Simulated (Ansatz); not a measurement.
Reaction (ligand exchange at the In–O bond): `[NH2][In]([OH])[Br]` + HBr → `[NH2][In]([Br])[Br]` + H₂O

Isolated molecules relaxed with PBE0-D4/def2-TZVP in Ansatz; ΔE leaves out vibrations. CCSD(T)/CBS is the MP2 limit (def2-TZVPP, def2-QZVPP) plus CCSD(T) − MP2 in def2-TZVPP, frozen cores. This one scheme is used for every species. DFT in def2-TZVPP. B3LYP here is the variant with VWN-RPA as its local correlation; programs differ in this. HSE06 is defined as in plane-wave codes. def2 core potentials past Kr. For Br, In outer-core shells are correlated without core-valence functions, which leaves a few kJ/mol of doubt a bond. Scalar relativity is left out up to krypton. Each species was taken in one conformer, which may not be the lowest.

Is it downhill or uphill in electronic energy at CCSD(T)/CBS, and by how much? (Estimate.)

Computed: Downhill: ΔE = -25.8 kcal/mol.

What do these levels give: PBE-D4, B3LYP-D4, r2SCAN0-D4, HSE06-D4, CAM-B3LYP-D4, ωB97M-V, revPBE, r2SCANh, LC-ωPBE, HF/def2-TZVPP, HF/def2-QZVPP, HF/CBS(def2)? (Estimate.)

Ansatz gave: PBE-D4 -24.2, B3LYP-D4 -25.2, r2SCAN0-D4 -27.2, HSE06-D4 -26.9, CAM-B3LYP-D4 -24.4, ωB97M-V -25.5, revPBE -23.7, r2SCANh -25.9, LC-ωPBE -24.3, HF/def2-TZVPP -29.5, HF/def2-QZVPP -29.3, HF/CBS(def2) -29.2 kcal/mol.

Largest T1 diagnostic among the species: 0.013.

From PBE to PBE0 (25 % exact exchange), in def2-TZVPP and without D4, ΔE moves by −2.6 kcal/mol. The D4 term adds −0.7 kcal/mol with B3LYP and −0.4 kcal/mol with PBE0; it sums over pairs of atoms, weighted by their polarisabilities, and B3LYP, whose exchange is more repulsive, gets the larger term. Leaving LDA and LC-ωPBE aside and taking each functional with its dispersion term where it has one, the values, not all of them listed here, spread over 5.0 kcal/mol, from BHLYP-D4 to BLYP-D4.
